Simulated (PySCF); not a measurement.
# Bonding in `C[C@@]1(C(N)=O)C=C1CC#N`

C₇H₈N₂O.
Atom-mapped SMILES: `[CH3:1][C@@:2]1([C:3]([NH2:4])=[O:5])[CH:6]=[C:7]1[CH2:8][C:9]#[N:10]` (hydrogens: H11, H12, H13 on C1; H14, H15 on N4; H16 on C6; H17, H18 on C8)

Cartesian coordinates in Å at the GFN2-xTB level; atoms count from 1:
```
atom  x, y, z in Å
C1    -0.552   -0.258   -1.588
C2    -0.465   -0.390   -0.080
C3    -1.417    0.388    0.778
N4    -2.424    1.033    0.144
O5    -1.279    0.445    1.985
C6     0.061   -1.676    0.531
C7     0.869   -0.664    0.580
C8     2.113    0.008    0.987
C9     2.713    0.679   -0.143
N10    3.175    1.199   -1.049
H11   -1.497   -0.646   -1.967
H12   -0.442    0.781   -1.896
H13    0.252   -0.829   -2.049
H14   -3.068    1.570    0.700
H15   -2.549    1.000   -0.850
H16   -0.194   -2.681    0.752
H17    1.871    0.759    1.748
H18    2.826   -0.710    1.404
```

Bond orders from the PBE0/pcSseg-1 density (PySCF). One conformer (not necessarily the lowest) at the GFN2-xTB geometry, without solvent, vibrations or thermal averaging.

(1) How far do the computed orders between heavy atoms stray from the drawn ones?

(2) Set the Mayer orders of the bonds between heavy atoms beside their lengths.

Answers

(1) The largest departure is 0.319, at C6–C7 (drawn double, 1.681). Drawn single, order above 1.12: C3–N4 (1.204). Drawn single, order below 0.88: C2–C3 (0.868). Drawn double or triple, more than 0.30 short of the drawn order: C6–C7 (1.681).

(2) 
```tsv
bond	drawn as	length (Å)	Mayer order
C1–C2	single	1.516	0.998
C2–C3	single	1.499	0.868
C3–N4	single	1.353	1.204
C3–O5	double	1.217	1.946
C2–C6	single	1.518	0.941
C6–C7	double	1.296	1.681
C7–C8	single	1.472	1.021
C8–C9	single	1.444	1.009
C9–N10	triple	1.142	3.054
C7–C2	single	1.514	0.960
```

Bonds between the same two heavy elements. C–C: lowest C2–C3 (0.868, 1.499 Å), highest C6–C7 (1.681, 1.296 Å); in 3 of the 21 pairs the longer bond (by over 0.003 Å) has the higher order (by 0.02 or more). C–N: lowest C3–N4 (1.204, 1.353 Å), highest C9–N10 (3.054, 1.142 Å).

And the bonds to hydrogen?

C–H: 0.90 to 1.05 (6 bonds); H–N: 0.93 (2 bonds).

Sum the orders of all bonds at each heavy atom with more than one neighbour and set the sums beside the valence in the SMILES.

C1 3.858 (drawn 4), C2 3.767 (drawn 4), C3 4.018 (drawn 4), N4 3.064 (drawn 3), C6 3.677 (drawn 4), C7 3.662 (drawn 4), C8 3.842 (drawn 4), C9 4.063 (drawn 4). Orders between atoms that aren't bonded are not in these sums.

For a closed shell the Mayer order of atoms A and B is Σ (PS)μν (PS)νμ over the basis functions μ on A and ν on B, with P the density and S the overlap matrix.

These values come from a run that also computed NMR shieldings. Time: 46 s of wall time. Hardware: an x86-64 server with one thread, no GPU (shared host).
